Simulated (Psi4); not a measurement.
CH3O (SMILES C[O-]), charge -1, singlet, geometry from GFN2-xTB (a gas-phase anion, which may not be bound at this level); CCSD(T)/def2-SVP run with Psi4.

Psi4 was given this input:
```
memory 2 GB

molecule {
-1 1
C    -0.02331881    0.51924115   -0.01539977
O     0.03468978   -0.77243926    0.02290917
H    -1.08639489    0.97405626   -0.04951263
H     0.45655976    1.07094605    0.88097598
H     0.49222972    1.01906489   -0.92233812
}

set {
  basis def2-svp
}

energy('ccsd(t)')
print_variables()
```

Output, abridged:

```
   => Loading Basis Set <=

    Name: DEF2-SVP
    Role: ORBITAL
    Keyword: BASIS

         ---------------------------------------------------------
                                   SCF
               by Justin Turney, Rob Parrish, Andy Simmonett
                          and Daniel G. A. Smith
                              RHF Reference
         ---------------------------------------------------------

  ==> Geometry <==

    Molecular point group: cs
    Full point group: C1h

    Geometry (in Angstrom), charge = -1, multiplicity = 1:

       Center              X                  Y                   Z               Mass
    ------------   -----------------  -----------------  -----------------  -----------------
         C            0.029427756794     0.617315885360     0.000000000000    12.000000000000
         O           -0.032166457327    -0.674766544581     0.000000000000    15.994914619570
         H            0.573669528783     1.094783870221    -0.902206430379     1.007825032230
         H           -0.987225295877     1.169192496851     0.000000000000     1.007825032230
         H            0.573669528783     1.094783870221     0.902206430379     1.007825032230

  Running in cs symmetry.

  Rotational constants: A =      5.13735  B =      0.97321  C =      0.97321 [cm^-1]
  Rotational constants: A = 154014.01172  B =  29176.08976  C =  29176.08973 [MHz]
  Nuclear repulsion =   34.866128619109979

  Charge       = -1
  Multiplicity = 1
  Electrons    = 18
  Nalpha       = 9
  Nbeta        = 9

  ==> Algorithm <==

  SCF Algorithm Type is PK.
  DIIS enabled.
  MOM disabled.
  Fractional occupation disabled.
  Guess Type is SAD.
  Energy threshold   = 1.00e-08
  Density threshold  = 1.00e-08
  Integral threshold = 1.00e-12

  ==> Primary Basis <==

  Basis Set: DEF2-SVP
    Blend: DEF2-SVP
    Number of shells: 21
    Number of basis functions: 43
    Number of Cartesian functions: 45
    Spherical Harmonics?: true
    Max angular momentum: 2

  ==> Integral Setup <==

  Using in-core PK algorithm.
   Calculation information:
      Number of atoms:                   5
      Number of AO shells:              21
      Number of primitives:             39
      Number of atomic orbitals:        45
      Number of basis functions:        43

      Integral cutoff                 1.00e-12
      Number of threads:                 1

  Performing in-core PK
  Using 895862 doubles for integral storage.
  We computed 26795 shell quartets total.
[...]
  @RHF Final Energy:  -114.29958274311113
    Total Energy =                       -114.2995827431111309
[...]
              7  23        -0.0052858183

    Largest TIjAb Amplitudes:
      5   5   8   8        -0.0330258928
      6   6   1   1        -0.0302428226
      8   8  22  22        -0.0302428224
      4   4   1   1        -0.0292677335
      7   7  22  22        -0.0292677334
      4   4   5   5        -0.0271657040
      7   7  24  24        -0.0271657040
      6   6   9   9        -0.0260587594
      8   8  25  25        -0.0260587590
      5   5   6   6        -0.0251077906

    SCF energy       (wfn)                    = -114.299582743111131
    Reference energy (file100)                = -114.299582743111159

    Opposite-spin MP2 correlation energy      =   -0.261450368610222
    Same-spin MP2 correlation energy          =   -0.084771856322933
    Singles MP2 correlation energy            =   -0.000000000000000
    MP2 correlation energy                    =   -0.346222224933156
      * MP2 total energy                      = -114.645804968044317

    Opposite-spin CCSD correlation energy     =   -0.290072721303492
    Same-spin CCSD correlation energy         =   -0.076199960175354
    Singles CCSD correlation energy           =    0.000000000000000
    CCSD correlation energy                   =   -0.366272681478846
      * CCSD total energy                     = -114.665855424590006

            **************************
            *                        *
            *        CCTRIPLES       *
            *                        *
            **************************

    Wave function   =    CCSD_T
    Reference wfn   =      RHF

    Nuclear Rep. energy (wfn)                =   34.866128619109979
    SCF energy          (wfn)                = -114.299582743111131
    Reference energy    (file100)            = -114.299582743111159
    CCSD energy         (file100)            =   -0.366272681478846
    Total CCSD energy   (file100)            = -114.665855424590006

    Number of ijk index combinations:              165
    Approx. words needed per explicit thread:           42592
    Number of threads for explicit ijk threading:    1

    MKL num_threads set to 1 for explicit threading.

    (T) energy                                =   -0.008928884042747
      * CCSD(T) total energy                  = -114.674784308632752

  Variable Map:
  ----------------------------------------------------------------------------
[...]
  Array Variable Map:
  ----------------------------------------------------------------------------
[...]
[...]
```
